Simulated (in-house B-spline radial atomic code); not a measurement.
How numerical settings move a run on neutral neon, [He] 2s2 2p6. Computed with a B-spline radial code for spherical atoms: non-relativistic SCAN, spin-polarised, spherical fractional occupations, point nucleus.

Command:
```bash
python run_scf.py task.json out
```
Settings of the sound reference run:
```
Z                10
electrons        10
configuration    [He] 2s2 2p6
hamiltonian      nr
method           scan,scan
spin_polarised   True
knot_spacing     0.22
spline_order     8
gauss_points     12
box_radius       50
max_iterations   70
damping          0.5
damped_steps     3
diis_vectors     10
tolerance        1e-08
start            Thomas-Fermi
```

Run time, properties included: 0.32 s on 1 thread of Arm Neoverse N1, on a shared host.

It converges in 8 iterations to -128.952297 hartree, with 2p up at -13.9928 eV. The other runs change the listed settings, some to values that make no sense; their results aren't properties of the atom or ion. Radii are in bohr (the nuclear one in fm), a minus after a letter asks for a j subshell, and «unchanged» means within 1e-8 hartree. The run stops when the residual is below 10 × tolerance × max(1, Z/10), or a noise floor if that is larger, and the energy moves by less than 1e-8 × √|E| hartree; so very loose and very tight tolerances often act alike.

```tsv
changed settings	outcome
box_radius = 5	converged in 8 iterations, energy +1.50e-03 hartree from the reference, 2p up level +9.9e-02 eV (the program warns: 2p up reaches the box edge; 2s up reaches the box edge)
box_radius = 3	converged in 8 iterations, energy +1.14e-01 hartree from the reference, 2p up level +3.1e+00 eV (the program warns: 2p up reaches the box edge; 2s up reaches the box edge)
gauss_points = 16	converged in 8 iterations, energy -3.87e-07 hartree from the reference, 2p up level +8.9e-06 eV
gauss_points = 4	converged in 8 iterations, energy +2.14e-04 hartree from the reference, 2p up level -5.0e-04 eV
gauss_points = 8	converged in 8 iterations, energy +6.85e-06 hartree from the reference, 2p up level +9.4e-05 eV
box_radius = 2	converged in 7 iterations, energy +1.31e+00 hartree from the reference, 2p up level +1.8e+01 eV (the program warns: 2p up has a positive eigenvalue: unbound, held by the box; 2p down has a positive eigenvalue: unbound, held by the box)
electrons = 11, configuration = [He] 2s2 2p6 3f1, max_iterations = 100	stopped with error: there is no 3f shell
box_radius = 200	converged in 8 iterations, energy unchanged
box_radius = 7.5	converged in 8 iterations, energy +6.15e-06 hartree from the reference, 2p up level +9.9e-04 eV (the program warns: 2p up reaches the box edge; 2p down reaches the box edge)
knot_spacing = 2, max_iterations = 3, damping = 0.8, damped_steps = 1	not converged after 3 iterations, last residual 7.6e-03, last energy +6.51e+00 hartree from the reference
spline_order = 6, box_radius = 100, max_iterations = 50, tolerance = 1e-05	converged in 6 iterations, energy -1.78e-05 hartree from the reference, 2p up level +5.1e-03 eV
tolerance = 1e-05	converged in 6 iterations, energy +6.91e-08 hartree from the reference, 2p up level +5.3e-03 eV
gauss_points = 5	converged in 8 iterations, energy -1.06e-05 hartree from the reference, 2p up level +1.4e-04 eV
gauss_points = 3	converged in 8 iterations, energy -3.94e+04 hartree from the reference, 2p up level +3.8e+00 eV
gauss_points = 6	converged in 8 iterations, energy -1.89e-05 hartree from the reference, 2p up level +5.1e-05 eV
knot_spacing = 0.15, spline_order = 5, box_radius = 7.5, max_iterations = 60	converged in 8 iterations, energy -1.64e-04 hartree from the reference, 2p up level +7.8e-04 eV (the program warns: 2p up reaches the box edge; 2p down reaches the box edge)
```

What happens with electrons = 11, configuration = [He] 2s2 2p6 3p-1, max_iterations = 50?

Stopped with error: j subshells need the Dirac Hamiltonian and l > 0.

What happens with box_radius = 15?

Converged in 8 iterations, energy -2.20e-07 hartree from the reference, 2p up level -1.1e-05 eV.

What happens with max_iterations = 75, damped_steps = 1, diis_vectors = 1?

Not converged after 75 iterations, last residual 4.7e-01, last energy +2.12e+01 hartree from the reference.

What happens with hamiltonian = dirac, method = hf, spin_polarised = False, nucleus = fermi, rms_radius = 3.0055, mass_number = 20, atomic_mass = 19.99244, speed_of_light = 7.495869?

Stopped with error: Z/c is past the critical charge.
